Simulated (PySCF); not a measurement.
## Static response to an electric field

Species: C₂H₄O₃S₂Si.
Numbering: `[O:1]=[S:2](=[O:3])([OH:4])[C:5]([SiH3:6])=[C:7]=[S:8]` (hydrogens: H9 on O4; H10, H11, H12 on Si6)

Geometry (GFN2-xTB, Å), atoms numbered from 1 in this order:
```xyz
12
C2H4O3S2Si angstrom
O     -2.0382   -0.4587   -1.3143
S     -1.2304    0.1730   -0.3209
O     -1.1324    1.5975   -0.2885
O     -1.7820   -0.3108    1.1155
C      0.4093   -0.4261   -0.2889
Si     1.3958    1.0698    0.3166
C      0.7000   -1.6306   -0.6214
S      1.1069   -3.0784   -1.0118
H     -2.4511   -0.9901    1.0134
H      2.7257    0.4778    0.5350
H      1.4621    2.0633   -0.7480
H      0.8355    1.5124    1.5873
```

Level: PBE0/def2-SVPD (PySCF), static field, nuclei fixed, core orbitals frozen in the response. The polarisability tensor in these axes (au):

```
x    98.21 -13.51  -2.63
y   -13.51 139.91  18.10
z    -2.63  18.10  80.82
```

Question: What are the eigenvalues, a third of the trace, and Δα (Δα² = ½Σ(αi − αj)² over the three pairs)?

Answer: Principal values 75.65, 94.55 and 148.73 au; mean 106.31 au = 15.75 Å³ = 17.53 × 10⁻⁴⁰ C²·m²/J; Δα = 65.70 au (62 % of the mean).

Question: What is the dipole moment, and where does it point?

Answer: (1.31, -2.09, 1.47) D, 2.88 D in size, pointing from the negative to the positive side. Measured along this direction, the outermost atoms are O3 at the negative end and S8 at the positive end.

Question: Give the principal axes and the span of the nuclei along them.

Answer: Largest value along (-0.26, 0.93, 0.26), where the nuclei span 5.12 Å; middle along (0.96, 0.24, 0.13), 5.27 Å; least along (-0.06, -0.28, 0.96), 2.77 Å. The strongest response doesn't lie along the longest of the three spans.

Question: What would n − 1 = 2πNα be for an ideal gas of these molecules at 500 K and 1 atm, electronic part alone?

Answer: N = p/kT = 1.4678 × 10¹⁹ cm⁻³, so n − 1 = 2π × N × 15.75 × 10⁻²⁴ cm³ = 1453 × 10⁻⁶ at long wavelengths, for an ideal gas.

Question: Rayleigh depolarisation ratio (linearly polarised light, static tensor)?

Answer: ρ = 3Δα²/(45ᾱ² + 4Δα²) = 12950.7/(508609 + 17267.6) = 0.0246.

Question: Give the eigenvalues of the traceless quadrupole moment Θ = ½Σq(3rr − r²1), origin at the centre of nuclear charge.

Answer: -9.65, -1.18, 10.83 D·Å. The values depend on the origin, since the dipole doesn't vanish. The electronic extent ⟨r²⟩ about the same centre is 1598 bohr², a root-mean-square distance of 2.28 Å for the 86 electrons.

Geometry: GFN2-xTB, one conformer, isolated molecule.

These values come from a run that also computed excited states. Time: 17 s of wall time; peak memory 0.88 GiB. Hardware: one thread of an AMD EPYC 9R45, on a shared host.
